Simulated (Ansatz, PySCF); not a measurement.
This triplet is an excited state, 2.52 eV above the relaxed singlet at the level composite: frozen-core CCSD(T) with HF/cc-pV5Z and the correlation energy extrapolated as X^-3 from cc-pVQZ and cc-pV5Z, plus CCSDT(Q) minus CCSD(T) in cc-pVTZ // B3LYP-D3(BJ)/def2-TZVP (Ansatz, an electronic-structure program).

B3LYP has the VWN-RPA correlation part, as in Gaussian. 

Z-matrix (Å, degrees):
```
B
Cl 1 1.7053
```
Charge 0, spin multiplicity 3.

Question: What is the computed highest occupied spin orbital, total energy and dipole moment (B3LYP-D3(BJ)/def2-TZVP run with PySCF)?

Answer: 
- highest occupied spin orbital = -4.71 eV
- total energy = -484.9373 Ha
- dipole moment = 0.07 D
